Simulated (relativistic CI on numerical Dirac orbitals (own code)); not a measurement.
## d1 to d9 in one octahedral field

Computed with a parametric ligand-field model without spin-orbit coupling, by exact diagonalisation: B = 880, C = 3380, 10Dq = 18500 cm⁻¹ (Oh; |10Dq|/B = 21.0) for every shell. Energies in cm⁻¹; the field energy is (0.6 n_e − 0.4 n_t2) × 10Dq of the ground term; g labels are left out.

```csv
Shell,Ground term,Electrons in e,Field energy,First spin-allowed bands,Lowest term of other spin
d1,2T2,0.000,-7400,2E 18500,
d2,3T1,0.036,-14139,"3T2 16876, 3T1 28452",1T2 12544
d3,4A2,0.000,-22200,"4T2 18500, 4T1 26876",2E 16488
d4,5E,1.000,-11100,5T2 18500,3T1 2144
d5,6A1,2.000,0,none,2T2 7019
d6,1A1,0.059,-43303,"1T1 16557, 1T2 26745",5T2 7798
d7,2E,1.047,-32425,"2T1 16368, 2T2 16974",4T1 1884
d8,3A2,2.000,-22200,"3T2 18500, 3T1 26876",1E 13556
d9,2E,3.000,-11100,2T2 18500,
```

Low spin: d6, d7; the other shells keep the spin of the free ion. Only d4 to d7 can choose; the field needed to pair spins is smallest for d6 and largest for d5, which loses most exchange energy. In the strong-field picture 10Dq must exceed about 6B + 5C = 22180 (d4), 7.5B + 5C = 23500 (d5), 2.5B + 4C = 15720 (d6) and 4B + 4C = 17040 (d7); mixing of terms shifts these bounds somewhat.
